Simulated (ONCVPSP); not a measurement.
# Ne (Z = 10): variants of one ONCV potential

Base potential:

```json
{
 "Element": "Ne (Z = 10)",
 "Generator": "ONCVPSP 4.0.1",
 "Type": "optimised norm-conserving Vanderbilt (ONCV)",
 "Functional": "PBE",
 "Relativity": "scalar-relativistic",
 "Frozen core": "[He]",
 "Valence charge": "8",
 "Reference configuration": "2s2 2p6",
 "Partial waves": "2s: rc 0.50 bohr, ncon 3, nbas 7, qcut 15.8 1/bohr, 1 projector; 2p: rc 0.75 bohr, ncon 3, nbas 7, qcut 10.5 1/bohr, 2 projectors, debl 0.7 Ha; d scattering state at 0.16 Ha: rc 0.75 bohr, ncon 4, nbas 8, qcut 11.8 1/bohr, 2 projectors, debl 1.2 Ha",
 "Local potential": "polynomial inside 0.30 bohr (lpopt 1, dvloc0 3 Ha)",
 "Core correction": "Teter function fitted to the true core (icmod 2), fcfact 0.6"
}
```

All-electron outer shells of the reference configuration (PBE, scalar-relativistic, ld1.x):

| shell | level (eV) | outermost node (bohr) | outermost maximum (bohr) |
| --- | --- | --- | --- |
| 1s | -830.80 | – | 0.10 |
| 2s | -36.40 | 0.22 | 0.68 |
| 2p | -13.33 | – | 0.62 |

Cutoffs, loose and tight: the cutoffs (Ha) at which the residual kinetic energy of the hardest occupied pseudo-wave falls to 1 and 0.1 mHa per electron. They do not see the model core or the augmentation charge, which bear on the density cutoff. Test errors are all-electron minus pseudo excitation energies from the reference, over the configurations 2s2 2p5; 2s2 2p4; 2s2 2p3; 2s1 2p6. A dash means not determined; rows that change the core or the reference have their own tests.

| change | outcome | cutoff, loose | cutoff, tight | bound ghosts | GHOST(+) flags above zero | largest test error (meV) |
| --- | --- | --- | --- | --- | --- | --- |
| base | generated | 238 Ha | 400 Ha | none | p, d | +181 |
| core correction none | generated | 238 Ha | 400 Ha | none | p, d | +167 |
| s: nproj 0; local potential the s channel | generated | 238 Ha | 400 Ha | none | p, d | +164 |
| d: qcut 15.9 | generated | 238 Ha | 400 Ha | none | p | +181 |
| core correction Teter function fitted to the true core (icmod 2), fcfact 0.54 | generated | 238 Ha | 400 Ha | none | p, d | +181 |
| d: qcut 17.1 | generated | 238 Ha | 400 Ha | none | p | +181 |

What comes out with this change to the base: p: ncon 5, nbas 9?

outcome: generated; cutoff, loose: 390 Ha; cutoff, tight: 464 Ha; bound ghosts: none; GHOST(+) flags above zero: p, d; largest test error (meV): +148.

What comes out with this change to the base: core none, valence charge 10; reference 1s2 2s2 2p6; waves now 1s+2s: rc 0.40 bohr, ncon 4, nbas 9, qcut 33 1/bohr, 2 projectors; 2p: rc 0.90 bohr, ncon 4, nbas 8, qcut 17.2 1/bohr, 2 projectors, debl 3.8 Ha; d scattering state at 0.12 Ha: rc 0.75 bohr, ncon 4, nbas 8, qcut 13.3 1/bohr, 2 projectors, debl 1 Ha; local potential polynomial inside 0.35 bohr (lpopt 5, dvloc0 0 Ha); core correction none?

outcome: generated; cutoff, loose: 437 Ha; cutoff, tight: 487 Ha; bound ghosts: none; GHOST(+) flags above zero: none; largest test error (meV): +95.
